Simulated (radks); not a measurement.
Results of a calculation; reference values are marked as such.
Isoelectronic series with 50 electrons, all held in the configuration [Kr] 4d10 5s2 5p2, which need not be the ground one along the series. Code: a radial shooting solver on a logarithmic mesh with Libxc functionals. Model: scalar-relativistic Kohn-Sham, PBE, spin-polarised, spherical densities, point nucleus; open shells are filled with parallel spins first (spin-orbit coupling, left out, can overturn this in heavy ions). Total energies (hartree) and mean radii <r> (bohr) (* marks an orbital that is empty in some or all of the ions):

| ion | E (hartree) | 5p down* | 5p up | 5s down | 5s up | 4d down |
|---|---|---|---|---|---|---|
| Sn | -6177.22580 | 3.268 | 3.205 | 2.385 | 2.407 | 1.096 |
| Sb+ | -6481.17410 | 2.680 | 2.653 | 2.150 | 2.164 | 1.025 |
| Te2+ | -6793.49851 | 2.347 | 2.332 | 1.969 | 1.979 | 0.9653 |
| I3+ | -7114.21751 | 2.117 | 2.107 | 1.825 | 1.832 | 0.9133 |
| Xe4+ | -7443.36044 | 1.942 | 1.935 | 1.705 | 1.711 | 0.8677 |
| Cs5+ | -7780.9633 | 1.802 | 1.797 | 1.604 | 1.608 | 0.8271 |
| Ba6+ | -8127.0668 | 1.685 | 1.682 | 1.516 | 1.520 | 0.7907 |
| La7+ | -8481.7157 | 1.587 | 1.584 | 1.439 | 1.442 | 0.7578 |
| Ce8+ | -8844.9582 | 1.501 | 1.499 | 1.371 | 1.373 | 0.7278 |
| Pr9+ | -9216.8454 | 1.426 | 1.424 | 1.309 | 1.312 | 0.7004 |
| Nd10+ | -9597.4312 | 1.359 | 1.358 | 1.254 | 1.256 | 0.6752 |
| Pm11+ | -9986.7724 | 1.300 | 1.299 | 1.204 | 1.206 | 0.6518 |
| Sm12+ | -10384.9283 | 1.246 | 1.245 | 1.158 | 1.159 | 0.6302 |
| Eu13+ | -10791.9610 | 1.196 | 1.196 | 1.115 | 1.117 | 0.6101 |
| Gd14+ | -11207.9351 | 1.151 | 1.151 | 1.076 | 1.077 | 0.5913 |
| Tb15+ | -11632.9178 | 1.110 | 1.109 | 1.040 | 1.041 | 0.5736 |
| Dy16+ | -12066.9792 | 1.072 | 1.071 | 1.006 | 1.007 | 0.5571 |
| Ho17+ | -12510.1920 | 1.036 | 1.036 | 0.9741 | 0.9753 | 0.5416 |
| Er18+ | -12962.6316 | 1.003 | 1.003 | 0.9445 | 0.9455 | 0.5269 |
| Tm19+ | -13424.3767 | 0.9725 | 0.9721 | 0.9166 | 0.9176 | 0.5130 |
| Yb20+ | -13895.5086 | 0.9436 | 0.9432 | 0.8904 | 0.8913 | 0.4999 |
| Lu21+ | -14376.1119 | 0.9164 | 0.9161 | 0.8656 | 0.8665 | 0.4875 |
| Hf22+ | -14866.2744 | 0.8909 | 0.8906 | 0.8422 | 0.8430 | 0.4756 |
